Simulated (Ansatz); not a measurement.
Ti₂O₂, relaxed as a singlet with RKS PBE-D4/def2-SVP in Ansatz, starting from the GFN2-xTB geometry. Force threshold 0.02 eV/Å.

The restricted singlet is unstable towards broken spin symmetry at other levels; at PBE-D4/def2-SVP this wasn't settled. At PBE0-D4/def2-TZVP a triplet of charge 0 lies 0.16 eV below the restricted singlet, each at its own geometry. That triplet is doubtful there (⟨S²⟩ 2.48, where a pure state has 2.00). The structure comes from a short search, and lower isomers may exist.

Start:

```
atom   x (Å)   y (Å)   z (Å)
 Ti1  -0.193   1.267   0.630
 Ti2   0.190  -1.267  -0.627
  O3   1.082   1.265   1.639
  O4  -1.079  -1.265  -1.642
```

(1) Estimate the energy that the relaxation releases and the steps that it takes.

(2) Does the start keep its bonding and symmetry?

(3) Predict the relaxed structure.

## Answers

(1) 54.1 kcal/mol, in 13 steps; 19 s on 4 threads of Arm Neoverse V1 on a shared host. No frequencies were taken in this run, so the end may be a saddle point.

(2) Bonds formed: Ti1–O4, Ti2–O3 (atoms count from 1). Point group C2h at the start, C2v at the end, both within 0.05 Å.

(3) 
Cartesian coordinates in Å:
```
Ti -0.421 1.014 -0.140
Ti 0.764 -0.746 -0.292
O 0.670 0.348 1.184
O -1.014 -0.617 -0.752
```
Bond lengths (bridged metal pairs left out): 4 × O–Ti 1.84 Å.
